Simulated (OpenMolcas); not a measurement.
CH3BCl2O (methoxydichloroborane): the vertical ionisation energy from total energies

The species is CH3BCl2O (8 atoms), meant as a singlet with charge 0. As SMILES, `COB(Cl)Cl`. The coordinates come from a PBE0-D4/def2-TZVP relaxation.

Both states at this one shape; open shells run unrestricted unless said. 1 Eh = 27.2114 eV.

```
         level     program  singlet CH3BCl2O (Eh)  doublet CH3BCl2O+ (Eh)  HOMO of the first (eV)
 BLYP/def2-SVP  OpenMolcas           -1060.058736            -1059.682177                   -6.94
BHLYP/def2-SVP  OpenMolcas           -1060.050031            -1059.632823                   -9.95
```

Problem. Work out the vertical ionisation energy at each level.

Solution. 
1. BLYP/def2-SVP: -1059.682177 − (-1060.058736) = 0.376559 Eh = 10.25 eV; −ε(HOMO) = 6.94 eV.
2. BHLYP/def2-SVP: -1059.632823 − (-1060.050031) = 0.417208 Eh = 11.35 eV; −ε(HOMO) = 9.95 eV.

No measured value is set beside it here; the levels span 10.25 to 11.35 eV. In semi-local functionals −ε(HOMO) lies far under the ionisation energy, a result of self-interaction.
